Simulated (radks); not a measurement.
Problem. These are the eigenvalues of the occupied orbitals of an atom or ion with whole-number occupations (eV). Calculated with a radial shooting solver on a logarithmic mesh with Libxc functionals: scalar-relativistic Kohn-Sham, PBEsol, spin-polarised, spherical densities, finite nucleus; Fermi nuclear charge, rms radius of each element as measured or else 0.836 A^(1/3) + 0.57 fm.

| orbital | eigenvalue |
|---|---|
| 1s | -40950.34 |
| 2s | -8328.560 |
| 2p | -7706.634 |
| 3s | -3135.728 |
| 3p | -2941.490 |

Which element is it, and in what charge state? The configuration may be excited. Open shells, if any, are filled with parallel spins first.

Solution. Z = 57, lanthanum, charge +39: La39+ in [Ar]. The list shows which subshells hold electrons but not how many an open one holds; the 1s level, -1504.9 hartree, gives Z - s = 54.9 by -(Z - s)^2/2, which with screening and relativity narrows Z to a few neighbours, and the depths of the outer levels then fix element, charge and occupations together.
